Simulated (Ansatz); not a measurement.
System: GaF₃, charge 0, singlet. GaF3 (SMILES [F][Ga]([F])[F]).
B3LYP-D3(BJ)/def2-TZVP minimum from Ansatz (a program for electronic structure):
```xyz
4

Ga     0.0000     0.0000     0.0000
F     -1.4753    -0.9106     0.0081
F      0.0167     1.6178    -0.6231
F      1.4586    -0.7072     0.6150
```
Charge 0, spin multiplicity 1.

Total energies in hartree (Ansatz). Radicals and triplets start from unrestricted determinants; spin-orbit coupling is neglected. Correlated methods leave the cores frozen (noble-gas shells, and filled d and f shells in the p block). No relativity. Where a partner has so few electrons that a lower coupled-cluster level is exact, that level stands in.

```csv
species,HF/cc-pVTZ,CCSD(T)/cc-pVTZ,HF/cc-pVQZ,CCSD(T)/cc-pVQZ,CCSD(T)/cc-pVDZ,CCSDT(Q)/cc-pVDZ
1: GaF3 (SMILES [F][Ga]([F])[F]),-2221.84532,-2222.70398,-2221.87939,-2222.81485,-2222.30667,-2222.30895
2: Ga (doublet),-1923.26189,-1923.30928,-1923.26422,-1923.31345,-1923.23626,-1923.23650
3: F (doublet),-99.40552,-99.62036,-99.41377,-99.65026,-99.52757,-99.52776
```

Work out the atomisation energy (electronic, to ground-state atoms) in kcal/mol: take Hartree-Fock from cc-pVQZ, extrapolate the CCSD(T) correlation energy as X^-3 (X = 3, 4), and add CCSDT(Q) - CCSD(T) in cc-pVDZ. 1 hartree = 627.51 kcal/mol.


Species 1: correlation (64·(-0.93546) - 27·(-0.85866))/37 = -0.99150; step -0.00228; E1 = -2221.87939 + (-0.99150) + (-0.00228) = -2222.87317
Species 2: correlation (64·(-0.04923) - 27·(-0.04739))/37 = -0.05057; step -0.00024; E2 = -1923.26422 + (-0.05057) + (-0.00024) = -1923.31503
Species 3: correlation (64·(-0.23649) - 27·(-0.21484))/37 = -0.25229; step -0.00019; E3 = -99.41377 + (-0.25229) + (-0.00019) = -99.66625
-1·E1 +1·E2 +3·E3 = 0.55939 hartree = 351.0 kcal/mol.
